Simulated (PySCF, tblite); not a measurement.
Isomers of [C6H12O2]+ (charge +1 and doublet state), one GFN2-xTB conformer each. Single-point energies are computed at B3LYP/pcH-1 (PySCF, gas phase, no added dispersion term), electronic only. GFN2-xTB treats the open shell by occupation alone, and not every SCF solution was tested for stability.

```json
{"SMILES": "[CH2+][C](CO)COCC", "GFN2-xTB relative energy (kJ/mol)": "137.6"}
{"SMILES": "CC(C)[C@H](C)C(=[O+])O", "GFN2-xTB relative energy (kJ/mol)": "2.7"}
{"SMILES": "CC(=[O+])OCC(C)C", "GFN2-xTB relative energy (kJ/mol)": "0.0"}
```

Conformers: `[CH2+:1][C:2]([CH2:3][OH:4])[CH2:5][O:6][CH2:7][CH3:8]` (charge +1 and doublet state) with H–C1–C2–C3 0° and 180°, C1–C2–C3–O4 -2°, C2–C3–O4–H 179°, C1–C2–C5–O6 -178°, C2–C5–O6–C7 -177°; `[CH3:1][CH:2]([CH3:3])[C@H:4]([CH3:5])[C:6](=[O+:7])[OH:8]` (charge +1 and doublet state) with C1–C2–C4–C5 -177°, C2–C4–C6–O7 41°, C4–C6–O8–H -176°; `[CH3:1][C:2](=[O+:3])[O:4][CH2:5][CH:6]([CH3:7])[CH3:8]` (charge +1 and doublet state) with C1–C2–O4–C5 174°, C2–O4–C5–C6 35°, O4–C5–C6–C7 72°.

Problem. What does B3LYP/pcH-1 give for the same structures?

Solution. 
```csv
SMILES,B3LYP/pcH-1 E (Eh),B3LYP/pcH-1 (kJ/mol),GFN2-xTB (kJ/mol),point group
CC(=[O+])OCC(C)C,-386.02476,0.0,0.0,C1
CC(C)[C@H](C)C(=[O+])O,-386.01914,14.8,2.7,C1
[CH2+][C](CO)COCC,-385.98675,99.8,137.6,C1
```

Both levels put the same isomer lowest; measured from each level's own lowest isomer, the values differ by up to 37.8 kJ/mol ([CH2+][C](CO)COCC: 137.6 against 99.8). As drawn, the highest has an O–H bond, which the lowest lacks. Neighbours under 21 kJ/mol apart (CC(=[O+])OCC(C)C and CC(C)[C@H](C)C(=[O+])O) can change places with a better method, another conformer or zero-point energy.

Problem. What happens when harmonic zero-point energies from GFN2-xTB frequencies are added?

Solution. 
```tsv
SMILES	ZPE (kJ/mol)	electronic (kJ/mol)	with ZPE (kJ/mol)
CC(=[O+])OCC(C)C	436.6	0.0	0.0
CC(C)[C@H](C)C(=[O+])O	440.3	14.8	18.4
[CH2+][C](CO)COCC	432.4	99.8	95.6
```

The zero-point energies span 7.9 kJ/mol. The order is unchanged.
